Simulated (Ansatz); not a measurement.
Reaction (homolysis of the C–N bond): `C[N]([SiH3])[GeH3]` → `[CH3]`• + `[SiH3][N][GeH3]`•

Gas-phase electronic energies from Ansatz, PBE0-D4/def2-TZVP geometries. CBS: MP2 limit from def2 TZ/QZ plus the TZ coupled-cluster correction, frozen cores. This one scheme is used for every species. DFT in def2-TZVPP. B3LYP here is the variant with VWN-RPA as its local correlation; programs differ in this. Open shells (•) are unrestricted, without spin–orbit coupling. For Ge outer-core shells are correlated without core-valence functions, which leaves a few kJ/mol of doubt a bond. Scalar relativity is left out up to krypton.

Q: What is ΔE at CCSD(T)/CBS? (Best estimate.)

A: Computed: +395.8 kJ/mol.

Q: What do these levels give: r2SCAN-D4, B97M-V, B3LYP-D4, r2SCAN0, CAM-B3LYP, MP2/def2-SVP, CCSD/def2-SVP, CCSD(T)/def2-SVP, SCS-MP2/def2-TZVPP, CCSD/def2-TZVPP, HF/def2-QZVPP, CCSD/CBS(def2)? (Estimate.)

A: Ansatz gave: r2SCAN-D4 352.0, B97M-V 368.4, B3LYP-D4 367.1, r2SCAN0 350.9, CAM-B3LYP 367.8, MP2/def2-SVP 422.5, CCSD/def2-SVP 382.9, CCSD(T)/def2-SVP 392.0, SCS-MP2/def2-TZVPP 407.8, CCSD/def2-TZVPP 373.2, HF/def2-QZVPP 239.7, CCSD/CBS(def2) 383.1 kJ/mol.

Largest T1 diagnostic among the species: 0.016.

Leaving LDA and LC-ωPBE aside and taking each functional with its dispersion term where it has one, the values, not all of them listed here, spread over 41.4 kJ/mol, from r2SCAN-D4 to PBE-QIDH. LDA lies +90.5 kJ/mol from PBE without D4, its usual overbinding. In def2-TZVPP, CCSD(T) changes the Hartree–Fock value by +145.8 kJ/mol (the triples alone add +12.8 kJ/mol) and MP2 by +182.3 kJ/mol; breaking electron pairs costs correlation energy, which Hartree–Fock lacks. At CCSD(T), def2-SVP lies −3.9 kJ/mol from the extrapolated value and def2-TZVPP −9.9 kJ/mol.
